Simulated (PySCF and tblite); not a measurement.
C₅H₁₀O₂, numbered as in [CH3:1][O:2][C:3](=[O:4])[CH:5]([CH3:6])[CH3:7].

Conformers came from 90 starts (ETKDG and KDG, MMFF94s, GFN2-xTB); geometries are PBE0-D3(BJ)/def2-SVP. Free energies are PBE0-D3(BJ)/def2-TZVP (IEF-PCM, chloroform) single points with GFN2-xTB rigid-rotor and vibrational terms (modes under about 100 cm⁻¹ blended into free rotors). Symmetry numbers and mirror images are counted. Conformers within 3 kcal/mol (GFN2-xTB free energy) were kept, 8 at most. GIAO shieldings: PBE0/pcSseg-1 (IEF-PCM, chloroform). Shifts are against TMS (¹H), TMS (¹³C) at the same level. (PySCF 2.14, tblite 0.8.)

Torsions listed: C1–O2–C3–O4, O2–C3–C5–C6. Of a mirror pair one member is shown.

| conformer | shape | weight % | dipole D |
| --- | --- | --- | --- |
| 1 | 1°, -169° | 89.3 | 2.30 |
| 2 | 0°, 70° | 10.7 | 2.38 |

Question: How do the computed shifts compare with measured ones?

Answer: 
| nucleus | signal | leading conformer | average | measured | medium |
| --- | --- | --- | --- | --- | --- |
| ¹H | H5 | 2.36 | 2.35 | 2.56 | not stated per compound (mostly CDCl3 or CCl4) |
| ¹H | H6/H7 | 1.12 | 1.13 | 1.17 | not stated per compound (mostly CDCl3 or CCl4) |
| ¹³C | C5 | 36.2 | 36.6 | 34.1 | not stated per compound (mostly CDCl3 or CCl4) |
| ¹³C | C6/C7 | 20.6 | 20.7 | 19.1 | not stated per compound (mostly CDCl3 or CCl4) |

Measured values: Pretsch, Buehlmann, Badertscher, Structure Determination of Organic Compounds, 4th ed. (2009). Mean difference for ¹H: -0.12 ppm, scatter 0.08 ppm. Mean difference for ¹³C: 2.05 ppm, scatter 0.45 ppm. The computed shifts are unscaled and lack vibrational corrections.
